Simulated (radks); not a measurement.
Values are calculated unless marked as measured or tabulated.
Species: Xe2+. Configuration: [Kr] 4d9.5 5s2 5p4 6s0.5 (fractional occupations, a model configuration).

Code: a radial shooting solver on a logarithmic mesh with Libxc functionals. Model: Dirac Kohn-Sham, AM05, spin-unpolarised, spherical densities, point nucleus; open shells fill j = l - 1/2 first.

Energy parts (eV):
| part | energy |
|---|---|
| total | -202508.503 |
| kinetic | 215122.345 |
| electron-nucleus | -491185.312 |
| Hartree | 78463.138 |
| exchange-correlation | -4908.673 |

Orbitals (lengths in bohr, moments of r in powers of bohr; <r^-3> diverges for s and p1/2):
orbital  occ.  eigenvalue (eV)  <r^-3>  small-component weight
1s1/2       2        -34341.36       -                3.96e-02
2s1/2       2        -5368.536       -                8.49e-03
2p1/2       2        -5046.882       -                8.52e-03
2p3/2       4        -4722.771    5563                8.08e-03
3s1/2       2        -1120.648       -                2.53e-03
3p1/2       2        -986.9219       -                2.48e-03
3p3/2       4        -925.3431    1081                2.35e-03
3d3/2       4        -689.6827   174.1                2.24e-03
3d5/2       6        -676.6513   160.5                2.20e-03
4s1/2       2        -224.6605       -                7.45e-04
4p1/2       2        -177.1749       -                6.83e-04
4p3/2       4        -164.7080   219.2                6.44e-04
4d3/2       4         -87.6526   27.81                5.05e-04
4d5/2     5.5         -85.6125   25.41                4.95e-04
5s1/2       2         -42.4312       -                1.54e-04
5p1/2       2         -30.3687       -                1.21e-04
5p3/2       2         -28.6701   29.82                1.13e-04
5d3/2       0         -13.2445   2.205                5.63e-05
5d5/2       0         -13.0845   2.019                5.52e-05
6s1/2     0.5         -12.4826       -                3.42e-05
6p1/2       0          -9.5948       -                2.59e-05
6p3/2       0          -9.2929   5.367                2.47e-05

The highest occupied level is 6s1/2 at -12.483 eV. The configuration is held as typed, so some empty levels lie below it. The density falls to 0.001 e/bohr^3 at r = 4.23 bohr.
